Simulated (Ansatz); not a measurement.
## Molecular dynamics of Cl4Si

Input file:

```yaml
crystal:
  periodic: [false, false, false]
  atoms:
    - { symbol: Si, position_ang: [0.000481, 0.0, 0.000418] }
    - { symbol: Cl, position_ang: [0.000121, 0.0, 2.096033] }
    - { symbol: Cl, position_ang: [1.976336, 0.0, -0.697898] }
    - { symbol: Cl, position_ang: [-0.987369, 1.710997, -0.698226] }
    - { symbol: Cl, position_ang: [-0.987369, -1.710997, -0.698226] }
basis:
  gaussian: { orbitals: STO-3G }
hamiltonian:
  xc: b3lyp
  dispersion: d4
md:
  timestep: 2.0
  n_steps: 250
  ensemble: nve
  temperature: 300.0
  initial_velocities: maxwell_boltzmann
  seed: 629994
```

Run as:

```bash
$ ansatz run input.yaml --threads 1 --pin off --max-ram 2048MiB --backend cpu --events-out ev --progress --plain --runs-dir out
```

It starts from a relaxed structure.

Output, in part (one step line in 5, the closing report, with atoms numbered from 0):

```
md step     0: t =     0.00 fs  T =   300.0 K  F+E_penalty+E_count = -57336.33203128 eV  E_kin = 0.116334 eV  conserved = -57336.21569728 eV  (18 SCF iters)
md step     5: t =    10.00 fs  T =   139.4 K  F+E_penalty+E_count = -57336.26894234 eV  E_kin = 0.054043 eV  conserved = -57336.21489970 eV  (19 SCF iters)
md step    10: t =    20.00 fs  T =   134.5 K  F+E_penalty+E_count = -57336.26722522 eV  E_kin = 0.052138 eV  conserved = -57336.21508687 eV  (20 SCF iters)
md step    15: t =    30.00 fs  T =   179.2 K  F+E_penalty+E_count = -57336.28501083 eV  E_kin = 0.069509 eV  conserved = -57336.21550192 eV  (20 SCF iters)
md step    20: t =    40.00 fs  T =    47.7 K  F+E_penalty+E_count = -57336.23320396 eV  E_kin = 0.018491 eV  conserved = -57336.21471265 eV  (18 SCF iters)
md step    25: t =    50.00 fs  T =   186.9 K  F+E_penalty+E_count = -57336.28811019 eV  E_kin = 0.072463 eV  conserved = -57336.21564716 eV  (19 SCF iters)
md step    30: t =    60.00 fs  T =    78.3 K  F+E_penalty+E_count = -57336.24528041 eV  E_kin = 0.030346 eV  conserved = -57336.21493437 eV  (19 SCF iters)
md step    35: t =    70.00 fs  T =   128.1 K  F+E_penalty+E_count = -57336.26475698 eV  E_kin = 0.049678 eV  conserved = -57336.21507897 eV  (19 SCF iters)
md step    40: t =    80.00 fs  T =   248.6 K  F+E_penalty+E_count = -57336.31201951 eV  E_kin = 0.096393 eV  conserved = -57336.21562661 eV  (19 SCF iters)
md step    45: t =    90.00 fs  T =    98.0 K  F+E_penalty+E_count = -57336.25273226 eV  E_kin = 0.037995 eV  conserved = -57336.21473717 eV  (17 SCF iters)
md step    50: t =   100.00 fs  T =   207.8 K  F+E_penalty+E_count = -57336.29610011 eV  E_kin = 0.080592 eV  conserved = -57336.21550774 eV  (19 SCF iters)
md step    55: t =   110.00 fs  T =   132.1 K  F+E_penalty+E_count = -57336.26634129 eV  E_kin = 0.051238 eV  conserved = -57336.21510355 eV  (20 SCF iters)
md step    60: t =   120.00 fs  T =   103.0 K  F+E_penalty+E_count = -57336.25486805 eV  E_kin = 0.039956 eV  conserved = -57336.21491160 eV  (20 SCF iters)
md step    65: t =   130.00 fs  T =   234.0 K  F+E_penalty+E_count = -57336.30640064 eV  E_kin = 0.090725 eV  conserved = -57336.21567543 eV  (20 SCF iters)
md step    70: t =   140.00 fs  T =    71.3 K  F+E_penalty+E_count = -57336.24236635 eV  E_kin = 0.027653 eV  conserved = -57336.21471359 eV  (19 SCF iters)
md step    75: t =   150.00 fs  T =   201.0 K  F+E_penalty+E_count = -57336.29344362 eV  E_kin = 0.077956 eV  conserved = -57336.21548746 eV  (19 SCF iters)
md step    80: t =   160.00 fs  T =   192.4 K  F+E_penalty+E_count = -57336.28987138 eV  E_kin = 0.074610 eV  conserved = -57336.21526112 eV  (20 SCF iters)
md step    85: t =   170.00 fs  T =    98.7 K  F+E_penalty+E_count = -57336.25312664 eV  E_kin = 0.038257 eV  conserved = -57336.21486954 eV  (18 SCF iters)
md step    90: t =   180.00 fs  T =   203.8 K  F+E_penalty+E_count = -57336.29458550 eV  E_kin = 0.079042 eV  conserved = -57336.21554327 eV  (19 SCF iters)
md step    95: t =   190.00 fs  T =    65.6 K  F+E_penalty+E_count = -57336.24036433 eV  E_kin = 0.025431 eV  conserved = -57336.21493354 eV  (20 SCF iters)
md step   100: t =   200.00 fs  T =   107.8 K  F+E_penalty+E_count = -57336.25690956 eV  E_kin = 0.041785 eV  conserved = -57336.21512490 eV  (20 SCF iters)
md step   105: t =   210.00 fs  T =   191.0 K  F+E_penalty+E_count = -57336.28960553 eV  E_kin = 0.074053 eV  conserved = -57336.21555292 eV  (19 SCF iters)
md step   110: t =   220.00 fs  T =    43.8 K  F+E_penalty+E_count = -57336.23167233 eV  E_kin = 0.016996 eV  conserved = -57336.21467586 eV  (17 SCF iters)
md step   115: t =   230.00 fs  T =   220.8 K  F+E_penalty+E_count = -57336.30117295 eV  E_kin = 0.085626 eV  conserved = -57336.21554700 eV  (18 SCF iters)
md step   120: t =   240.00 fs  T =   180.6 K  F+E_penalty+E_count = -57336.28518474 eV  E_kin = 0.070051 eV  conserved = -57336.21513385 eV  (20 SCF iters)
md step   125: t =   250.00 fs  T =   176.9 K  F+E_penalty+E_count = -57336.28366313 eV  E_kin = 0.068582 eV  conserved = -57336.21508072 eV  (20 SCF iters)
md step   130: t =   260.00 fs  T =   252.9 K  F+E_penalty+E_count = -57336.31363626 eV  E_kin = 0.098068 eV  conserved = -57336.21556825 eV  (20 SCF iters)
md step   135: t =   270.00 fs  T =    67.2 K  F+E_penalty+E_count = -57336.24081173 eV  E_kin = 0.026062 eV  conserved = -57336.21475007 eV  (17 SCF iters)
md step   140: t =   280.00 fs  T =   161.5 K  F+E_penalty+E_count = -57336.27795465 eV  E_kin = 0.062643 eV  conserved = -57336.21531179 eV  (20 SCF iters)
md step   145: t =   290.00 fs  T =   153.7 K  F+E_penalty+E_count = -57336.27503879 eV  E_kin = 0.059606 eV  conserved = -57336.21543242 eV  (19 SCF iters)
md step   150: t =   300.00 fs  T =    38.8 K  F+E_penalty+E_count = -57336.22975603 eV  E_kin = 0.015029 eV  conserved = -57336.21472682 eV  (17 SCF iters)
md step   155: t =   310.00 fs  T =   197.5 K  F+E_penalty+E_count = -57336.29231255 eV  E_kin = 0.076597 eV  conserved = -57336.21571514 eV  (19 SCF iters)
md step   160: t =   320.00 fs  T =    81.9 K  F+E_penalty+E_count = -57336.24652316 eV  E_kin = 0.031758 eV  conserved = -57336.21476515 eV  (20 SCF iters)
md step   165: t =   330.00 fs  T =   210.6 K  F+E_penalty+E_count = -57336.29706210 eV  E_kin = 0.081669 eV  conserved = -57336.21539336 eV  (20 SCF iters)
md step   170: t =   340.00 fs  T =   203.6 K  F+E_penalty+E_count = -57336.29431636 eV  E_kin = 0.078939 eV  conserved = -57336.21537703 eV  (20 SCF iters)
md step   175: t =   350.00 fs  T =    78.3 K  F+E_penalty+E_count = -57336.24511826 eV  E_kin = 0.030379 eV  conserved = -57336.21473962 eV  (17 SCF iters)
md step   180: t =   360.00 fs  T =   227.6 K  F+E_penalty+E_count = -57336.30384796 eV  E_kin = 0.088251 eV  conserved = -57336.21559718 eV  (20 SCF iters)
md step   185: t =   370.00 fs  T =   122.1 K  F+E_penalty+E_count = -57336.26232101 eV  E_kin = 0.047333 eV  conserved = -57336.21498845 eV  (19 SCF iters)
md step   190: t =   380.00 fs  T =   127.9 K  F+E_penalty+E_count = -57336.26465737 eV  E_kin = 0.049587 eV  conserved = -57336.21506995 eV  (19 SCF iters)
md step   195: t =   390.00 fs  T =   191.1 K  F+E_penalty+E_count = -57336.28965156 eV  E_kin = 0.074119 eV  conserved = -57336.21553279 eV  (20 SCF iters)
md step   200: t =   400.00 fs  T =    86.8 K  F+E_penalty+E_count = -57336.24834546 eV  E_kin = 0.033641 eV  conserved = -57336.21470397 eV  (18 SCF iters)
md step   205: t =   410.00 fs  T =   254.0 K  F+E_penalty+E_count = -57336.31415322 eV  E_kin = 0.098497 eV  conserved = -57336.21565627 eV  (19 SCF iters)
md step   210: t =   420.00 fs  T =   134.0 K  F+E_penalty+E_count = -57336.26698583 eV  E_kin = 0.051966 eV  conserved = -57336.21501941 eV  (21 SCF iters)
md step   215: t =   430.00 fs  T =    80.1 K  F+E_penalty+E_count = -57336.24597228 eV  E_kin = 0.031046 eV  conserved = -57336.21492578 eV  (20 SCF iters)
md step   220: t =   440.00 fs  T =   184.4 K  F+E_penalty+E_count = -57336.28701441 eV  E_kin = 0.071515 eV  conserved = -57336.21549925 eV  (20 SCF iters)
md step   225: t =   450.00 fs  T =    76.1 K  F+E_penalty+E_count = -57336.24439536 eV  E_kin = 0.029527 eV  conserved = -57336.21486885 eV  (21 SCF iters)
md step   230: t =   460.00 fs  T =   151.1 K  F+E_penalty+E_count = -57336.27396191 eV  E_kin = 0.058598 eV  conserved = -57336.21536365 eV  (19 SCF iters)
md step   235: t =   470.00 fs  T =   129.0 K  F+E_penalty+E_count = -57336.26521617 eV  E_kin = 0.050026 eV  conserved = -57336.21519003 eV  (20 SCF iters)
md step   240: t =   480.00 fs  T =   113.3 K  F+E_penalty+E_count = -57336.25878436 eV  E_kin = 0.043918 eV  conserved = -57336.21486647 eV  (18 SCF iters)
md step   245: t =   490.00 fs  T =   290.3 K  F+E_penalty+E_count = -57336.32822087 eV  E_kin = 0.112570 eV  conserved = -57336.21565129 eV  (18 SCF iters)
md step   250: t =   500.00 fs  T =   153.4 K  F+E_penalty+E_count = -57336.27438103 eV  E_kin = 0.059495 eV  conserved = -57336.21488567 eV  (20 SCF iters)
Total energy: -57336.27457386 eV, -2107.0692266665 hartree
Atom 0 at    -0.026590     0.019883    -0.017271 Å, force     1.125325    -0.934853     0.769379 eV/Å
Atom 1 at     0.008484    -0.004933     2.122338 Å, force    -0.067102     0.046990    -0.830106 eV/Å
Atom 2 at     2.003192     0.005475    -0.699061 Å, force    -0.820253     0.020239     0.223423 eV/Å
Atom 3 at    -0.988025     1.704535    -0.705572 Å, force    -0.356899     0.598655    -0.236493 eV/Å
Atom 4 at    -1.000485    -1.720830    -0.702008 Å, force     0.118929     0.268969     0.073797 eV/Å
Dipole moment:    -0.062369     0.046025    -0.041153 e Å
```

All steps were run. The conserved energy stayed within 0.22 meV per atom of its start (net change 0.16 meV per atom), so the integration is sound. Over the second half the temperature averaged 0.51 of the 300 K drawn at the start: a run that starts near a minimum puts about half its kinetic energy into the potential. A run of 0.5 ps of so small a system gives no equilibrium averages. Limits of this set-up: minimal basis.

The same pairs are bonded in the first frame and the last. Pairs count as bonded within 1.25 times the sum of covalent radii (0.12 Å more for H–H).

Last frame:

```xyz
5
Properties=species:S:1:pos:R:3
Si -0.027 0.020 -0.017
Cl 0.009 -0.005 2.122
Cl 2.003 0.005 -0.699
Cl -0.988 1.704 -0.706
Cl -1.000 -1.721 -0.702
```

The run took 6.1 min on 1 thread of Intel(R) Xeon(R) Platinum 8488C (Sapphire Rapids), on a shared host, peak memory 0.14 GiB.
